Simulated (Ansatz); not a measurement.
The cluster Na₄O₂. The state is a singlet with charge 0. Geometry r2SCAN-D4/def2-SVP, basis def2-TZVP, Ansatz.

| atom | x (Å) | y (Å) | z (Å) |
| --- | --- | --- | --- |
| Na1 | 0.8589 | 1.2530 | 3.3665 |
| Na2 | -0.8627 | -1.2419 | -3.3697 |
| Na3 | -1.2073 | -0.2952 | 0.4179 |
| Na4 | 1.2095 | 0.2887 | -0.4161 |
| O5 | 0.3958 | 0.5644 | 1.5422 |
| O6 | -0.3942 | -0.5692 | -1.5408 |

```tsv
run	HOMO (eV)	LUMO (eV)
A	-2.36	-1.03
B	-2.59	-1.51
C	-5.72	0.31
D	-2.73	-0.84
E	-3.32	-0.88
F	-2.45	-1.48
```

LC-ωPBE has ω = 0.4 bohr⁻¹. The structure comes from a short search, and lower isomers may exist.

**Question.** The runs used LC-ωPBE, LDA (SPW92), PBE, PBE0, r2SCAN, r2SCANh. Estimate which is which.

**Answer.** A r2SCAN (0 % exact exchange); B LDA (SPW92) (0 % exact exchange); C LC-ωPBE (range-separated); D r2SCANh (10 % exact exchange); E PBE0 (25 % exact exchange); F PBE (0 % exact exchange). Exact exchange lowers occupied and raises empty levels; among semilocal functionals meta-GGAs tend to open the gap a little, and such runs are hard to tell apart. The gap grows from 0.97 eV (PBE) to 6.03 eV (LC-ωPBE).
